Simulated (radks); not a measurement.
Values are calculated unless marked as measured or tabulated.
Fractional charge and spin in the 3s shell of chlorine: the spin-up occupation runs from 0 to 1 and the spin-down occupation from 0 to 1; the fullest corner is Cl3+, [Ne] 3p(up 1, down 1) 3s(up 1, down 1). Level of theory: scalar-relativistic Kohn-Sham, BLYP, spin-polarised, spherical densities, point nucleus (a radial shooting solver on a logarithmic mesh with Libxc functionals). Energy (eV) minus the two flat planes that join the four corners (they meet along the diagonal where the two added fractions sum to one electron); zero is where a piecewise linear energy would lie.

down \ up       0    0.25     0.5    0.75       1
0           0.000  -1.426  -1.903  -1.428   0.000
0.25       -1.426  -1.763  -1.163   0.375  -1.348
0.5        -1.903  -1.163   0.501  -1.108  -1.794
0.75       -1.428   0.375  -1.108  -1.680  -1.344
1           0.000  -1.348  -1.794  -1.344   0.000

Corners above the fullest one (they belong to Cl4+ and the next ion): (up 1, down 0) 65.874 eV, (up 0, down 1) 65.874 eV, (up 0, down 0) 148.53 eV. With half an added electron in each spin the energy lies 0.501 eV from the planes, and with half an added electron in spin up alone -1.903 eV. The planes are only a guide here: the flat-plane condition holds for ground states with one frontier orbital, while this shell lies below other occupied shells, so the corners above the fullest one are inner-hole states and not the ground states of those ions.
